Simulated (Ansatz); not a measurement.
Z-matrix (Å, degrees):
```
C
C 1 1.521
H 1 1.094 2 110.8
H 1 1.092 2 111.0 3 120.6
H 1 1.093 2 111.0 3 -119.7
Si 2 1.885 1 114.3 3 60.7
S 2 1.820 1 113.2 3 -174.6
H 2 1.096 1 109.9 3 -60.2
H 6 1.484 2 110.5 1 -172.6
H 6 1.491 2 110.7 1 -51.4
H 6 1.489 2 108.3 1 67.3
H 7 1.344 2 97.0 1 -70.3
```

Total charge 0; spin multiplicity 1.

Problem. List the ωB97M-V/def2-TZVPP orbital energies in eV (the Gaussian-basis code of Ansatz). (An estimate is asked.)

Solution. Computed: Occupied: -2426.85, -1806.86, -282.33, -281.54, -220.80, -163.93, -163.84, -163.70, -147.96, -102.07, -102.07, -102.06, -25.31, -22.56, -19.78, -17.57, -15.16, -14.69, -13.89, -12.92, -12.56, -11.91, -11.69, -10.87, -9.03. Lowest empty: 1.76, 2.77, 2.96, 3.06, 3.24, 3.64, 3.73, 4.06.
